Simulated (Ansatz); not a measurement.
PBE exchange is replaced step by step with exact exchange (0 % is PBE, 25 % PBE0; no dispersion term), basis def2-SVP, Ansatz. System: `FC(F)(F)c1ccc(-c2ccc(-c3ccc(-c4ccc(C(F)(F)F)o4)o3)o2)o1`. The state is a singlet with charge 0. Geometry: r2SCAN-D4/def2-SVP.

Geometry of the singlet:

Cartesian coordinates in Å:
```
F 3.271 -5.571 1.554
C 4.218 -5.133 0.707
F 4.944 -4.221 1.376
F 5.019 -6.166 0.408
C 3.637 -4.578 -0.543
C 3.776 -4.923 -1.861
C 2.961 -4.012 -2.589
C 2.386 -3.173 -1.652
C 1.482 -2.067 -1.764
C 0.876 -1.459 -2.849
C 0.083 -0.406 -2.327
C 0.253 -0.438 -0.955
C -0.271 0.351 0.112
C -0.097 0.314 1.484
C -0.889 1.365 2.012
C -1.496 1.976 0.932
C -2.398 3.078 0.812
C -3.003 3.687 -0.270
C -3.798 4.741 0.263
C -3.620 4.697 1.620
C -4.165 5.519 2.732
F -3.195 6.131 3.432
F -4.867 4.780 3.609
F -4.979 6.462 2.235
O -2.773 3.694 1.966
O -1.121 1.361 -0.225
O 1.102 -1.445 -0.614
O 2.799 -3.521 -0.404
H 4.387 -5.733 -2.254
H 2.814 -3.973 -3.667
H 0.994 -1.742 -3.893
H -0.541 0.296 -2.876
H 0.529 -0.391 2.026
H -1.010 1.653 3.055
H -2.883 3.402 -1.313
H -4.425 5.447 -0.279
```

Single mean-field runs in def2-SVP are fitted with def2-universal-jkfit.

| exact exchange (%) | HOMO (eV) | LUMO (eV) | gap (eV) |
| --- | --- | --- | --- |
| 0 | -4.82 | -2.65 | 2.17 |
| 5 | -4.99 | -2.54 | 2.45 |
| 10 | -5.16 | -2.42 | 2.74 |
| 15 | -5.33 | -2.31 | 3.02 |
| 25 | -5.68 | -2.08 | 3.60 |
| 35 | -6.03 | -1.84 | 4.19 |
| 50 | -6.56 | -1.46 | 5.09 |
